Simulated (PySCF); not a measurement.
## A small calculation by hand: dipole moment from atomic charges

Be(Cl)(OSiH3) (BeClH₃OSi), SMILES [SiH3][O][Be][Cl]. Atoms are numbered in the order given.

```xyz
7

Be     0.0000     0.0000     0.7400
Cl     0.0000     0.0000     2.5499
O      0.0000     0.0000    -0.6679
Si     0.0000     0.0000    -2.3205
H     -1.2165    -0.7024    -2.8254
H      1.2165    -0.7024    -2.8254
H      0.0000     1.4047    -2.8254
```
Charge 0, spin multiplicity 1.

Coordinates come from a PBE0-D3(BJ)/def2-SVP optimisation. The values are those of a single conformer.

Charges (e) from r2SCAN/def2-TZVPD (PySCF):

```
atom  ESP fit     IAO
----  -------  ------
Be1     0.467   1.587
Cl2    -0.265  -0.749
O3     -0.280  -1.271
Si4     0.252   0.900
H5     -0.058  -0.155
H6     -0.058  -0.155
H7     -0.058  -0.155
```

The dipole moment of the full density is 1.10 D.

Task: What dipole moment does each set of point charges give, and which comes closer to that of the density?

Result: 
μ = Σ q r, and 1 e Å = 4.8032 D.
ESP fit: Σ q r = (0.000, 0.000, -0.236) e Å, |μ| = 1.13 D.
IAO: Σ q r = (0.000, 0.000, -0.661) e Å, |μ| = 3.18 D.
ESP fit comes closer in size. Point charges leave out the atoms' own dipoles (lone pairs, polarised bonds); fits to the potential absorb them, partitions of the density don't.
